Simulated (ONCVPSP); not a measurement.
**tin (Sn), ONCV: configuration errors across variants**

```json
{
 "Element": "Sn (Z = 50)",
 "Generator": "ONCVPSP 4.0.1",
 "Type": "optimised norm-conserving Vanderbilt (ONCV)",
 "Functional": "PBEsol",
 "Relativity": "scalar-relativistic",
 "Frozen core": "[Ar] 3d10",
 "Valence charge": "22",
 "Reference configuration": "4s2 4p6 4d10 5s2 5p2",
 "Partial waves": "4s+5s: rc 1.40 bohr, ncon 3, nbas 7, qcut 9.3 1/bohr, 2 projectors; 4p+5p: rc 1.30 bohr, ncon 3, nbas 6, qcut 8.2 1/bohr, 2 projectors; 4d: rc 1.15 bohr, ncon 4, nbas 9, qcut 7.9 1/bohr, 2 projectors, debl 3.6 Ha",
 "Local potential": "polynomial inside 0.90 bohr (lpopt 5, dvloc0 -1 Ha)",
 "Core correction": "polynomial model core, fcfact 0.4"
}
```

All-electron excitation energies from the reference (eV): (1) 4s2 4p6 4d10 5s2 5p1 6.898; (2) 4s2 4p6 4d10 5s2 5p0 20.870; (3) 4s2 4p6 4d10 5s1 5p0 51.886; (4) 4s2 4p6 4d9 5s2 5p3 24.399.

Errors AE − PS in meV (a dash: test not solved or not reliable):

```csv
change,(1),(2),(3),(4),bound ghosts,GHOST(+) flags above zero
base,-1.2,-4.2,-13,+4.0,none,"s, d"
"local potential polynomial inside 0.75 bohr (lpopt 5, dvloc0 4 Ha)",-1.2,-4.2,-13,+3.8,none,"s, d"
d: rc 1.58,-1.3,-4.3,-13,+38,none,s
d: rc 1.16,-1.2,-4.2,-13,+5.1,none,"s, d"
d: qcut 9.6,-1.2,-4.2,-12,+0.8,none,s
"core correction polynomial model core, fcfact 1.26",-1.2,-4.2,-13,+4.0,none,"s, d"
"local potential polynomial inside 0.90 bohr (lpopt 5, dvloc0 -2.5 Ha)",-1.2,-4.2,-13,+3.7,none,"s, d"
```

(1) Give the same row for: p: ncon 4, nbas 7.

Results:

(1) -1.3, -4.3, -13, +3.8; bound ghosts: none; GHOST(+) flags above zero: s, d.
